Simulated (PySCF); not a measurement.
Isomers of C4H8N2Si2. Method: TDDFT CAM-B3LYP/def2-SVPD, vertical, gas phase, core orbitals frozen in the response (PySCF). Geometries: GFN2-xTB; one conformer of each isolated species. Triplets are in the Tamm–Dancoff approximation.

A. `CN[SiH2]C#C[SiH2]C#N`
B. `C=C1C[SiH2]N[Si@@H]1C#N`
C. `[H]/N=C\C(C#N)=C\[SiH2][SiH3]`
D. `C=N[C@H]1[SiH2][C@H](C#N)[SiH2]1`

Lowest singlet levels (six at most, fewer where fewer were computed) with oscillator strengths:

1. 223 nm (f 0.002); 221 nm (f 0.001); 211 nm (f 0.001); 209 nm (f 0.002); 204 nm (f 0.013); 192 nm (f 0.003); T1 4.69 eV
2. 248 nm (f 0.001); 203 nm (f 0.013); 200 nm (f 0.002); 192 nm (f 0.358); 188 nm (f 0.048); 178 nm (f 0.002); T1 4.22 eV
3. 284 nm (f 0.005); 235 nm (f 0.475); 204 nm (f 0.029); 193 nm (f 0.019); 191 nm (f 0.017); 184 nm (f 0.020); T1 3.14 eV
4. 201 nm (f 0.036); 190 nm (f 0.189); 186 nm (f 0.073); 183 nm (f 0.012); 181 nm (f 0.007); 177 nm (f 0.043); T1 4.10 eV

Question: Match each spectrum to its molecule.

Answer: 1 = A, 2 = D, 3 = C, 4 = B.
- A: S1 at 5.56 eV, HOMO→LUMO (55%), HOMO-1→LUMO (16%); Löwdin shares by element: HOMO nitrogen 58% or more, carbon 12% or more, silicon 10% or more, hydrogen 6% or more (atoms not listed hold the other 15%); LUMO carbon 45% or more, silicon 28% (atoms not listed hold the other 28%); HOMO -8.47 and LUMO -0.03 eV.
- B: S1 at 6.18 eV, HOMO→LUMO (52%), HOMO-1→LUMO (30%); Löwdin shares by element: HOMO carbon 53% or more, nitrogen 19% or more (atoms not listed hold the other 27%); LUMO carbon 43% or more, silicon 15% or more (atoms not listed hold the other 42%); HOMO -9.04 and LUMO 0.11 eV.
- C: S1 at 4.36 eV, HOMO-1→LUMO (82%); Löwdin shares by element: HOMO carbon 36% or more, nitrogen 14% or more, silicon 10% or more (atoms not listed hold the other 40%); LUMO carbon 49% or more, nitrogen 12% or more, silicon 8% or more (atoms not listed hold the other 31%); HOMO -9.39 and LUMO -1.60 eV.
- D: S1 at 5.00 eV, HOMO→LUMO+1 (89%); Löwdin shares by element: HOMO nitrogen 51% or more, carbon 24% or more, hydrogen 7% or more (atoms not listed hold the other 18%); LUMO silicon 38%, carbon 21% or more (atoms not listed hold the other 41%); HOMO -9.05 and LUMO 0.11 eV; point group Cs.
